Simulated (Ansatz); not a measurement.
Relaxation of ClH$_{4}$HfO$_{4}$ (10 atoms, charge 0, multiplicity 2), to a largest force component of 0.03 eV/Å in at most 50 steps.

Computed with Ansatz 0.2.0, UKS PBE/def2-SVP.

```xyz
10
Properties=species:S:1:pos:R:3
Hf -0.226 0.024 0.428
Cl -0.501 1.224 2.603
O 1.613 -0.214 -0.080
H 2.478 -0.395 -0.467
O -1.029 1.213 -0.851
H -1.403 1.711 -1.588
O -1.163 -1.654 0.335
H -1.532 -2.512 0.090
O 0.491 -1.051 3.881
H -0.336 -0.795 4.373
```

**Question.** Where does it end, and by what steps?

**Answer.** The forces met the threshold. The force dipped under the threshold on the way, but the program's further checks kept it going. After 21 steps the energy has fallen by 1.100 eV; O9 moved furthest, 1.08 Å. Joined: Hf1–O9 (3.69 → 2.18 Å).

| step | energy less start (eV) | largest force component (eV/Å) | accepted |
| --- | --- | --- | --- |
| 0 | 0.0000 | 0.637 | yes |
| 1 | -0.0818 | 0.533 | yes |
| 2 | -0.1796 | 0.639 | yes |
| 3 | -0.3382 | 0.513 | yes |
| 4 | -0.5764 | 0.670 | yes |
| 5 | -0.8725 | 0.775 | yes |
| 6 | -0.9350 | 1.645 | yes |
| 7 | -1.0233 | 0.547 | yes |
| 8 | -1.0415 | 0.264 | yes |
| 9 | -1.0515 | 0.125 | yes |
| 10 | -1.0606 | 0.220 | yes |
| 11 | -1.0737 | 0.275 | yes |
| 12 | -1.0756 | 0.792 | yes |
| 13 | -1.0827 | 0.456 | yes |
| 14 | -0.9828 | 2.090 | no |
| 15 | -1.0953 | 0.097 | yes |
| 16 | -1.0969 | 0.085 | yes |
| 17 | -1.0980 | 0.055 | yes |
| 18 | -1.0989 | 0.023 | yes |
| 19 | -1.0993 | 0.032 | yes |
| 20 | -1.0995 | 0.023 | yes |
| 21 | -1.0998 | 0.017 | yes |

```xyz
10
Properties=species:S:1:pos:R:3
Hf -0.062 -0.189 0.832
Cl -0.714 1.620 2.565
O 1.773 -0.438 0.236
H 2.356 -0.365 -0.533
O -0.834 0.914 -0.573
H -1.365 1.624 -0.957
O -1.105 -1.834 0.676
H -1.555 -2.386 0.019
O 0.317 -0.542 2.945
H -0.416 -0.855 3.516
```

Whether the end is a true minimum wasn't checked by a vibrational analysis.

Run time: 2 min on 4 threads of Arm Neoverse N1 (shared host), peak memory 0.27 GiB.
